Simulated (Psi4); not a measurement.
Conformational energy of SMILES Clc1cccc(-c2ccccc2)c1 (C12H9Cl). Scanned: dihedral C5–C6–C7–C8; all other coordinates were relaxed at GFN2-xTB. Points at φ and −φ are mirror images.

Geometry of the scan point at -100° (Å):
```
22

Cl     3.5598     2.3076    -1.6174
C      2.7542     1.0700    -0.7139
C      3.5035     0.1474    -0.0024
C      2.8482    -0.8397     0.7135
C      1.4663    -0.9021     0.7202
C      0.7192     0.0308     0.0101
C     -0.7584    -0.0489    -0.0068
C     -1.4154    -0.6089    -1.0958
C     -2.7954    -0.7071    -1.1028
C     -3.5302    -0.2507    -0.0215
C     -2.8805     0.3019     1.0693
C     -1.5004     0.3978     1.0801
C      1.3711     1.0179    -0.7187
H      4.5806     0.2016    -0.0121
H      3.4236    -1.5663     1.2672
H      0.9573    -1.6736     1.2789
H     -0.8380    -0.9641    -1.9373
H     -3.2984    -1.1430    -1.9535
H     -4.6074    -0.3273    -0.0283
H     -3.4503     0.6570     1.9155
H     -0.9894     0.8263     1.9303
H      0.8002     1.7417    -1.2800
```

Computed with PBE-D3(BJ)/def2-SVP // GFN2-xTB (Psi4).

Scanned values (°): -160, -140, -120, -100, -80, -60, -40, -20, 0, 20, 40, 60, 80, 100, 120, 140, 160, 180.

Q: Locate the minima and the barriers on this grid.

A: Lower than their neighbours: -140° (0.0 kJ/mol), -40° (0.0 kJ/mol), 40° (0.0 kJ/mol), 140° (0.0 kJ/mol). Higher than their neighbours: -80° (10.8 kJ/mol), 0° (4.3 kJ/mol), 80° (10.8 kJ/mol), 180° (4.3 kJ/mol). The whole profile spans 10.8 kJ/mol.
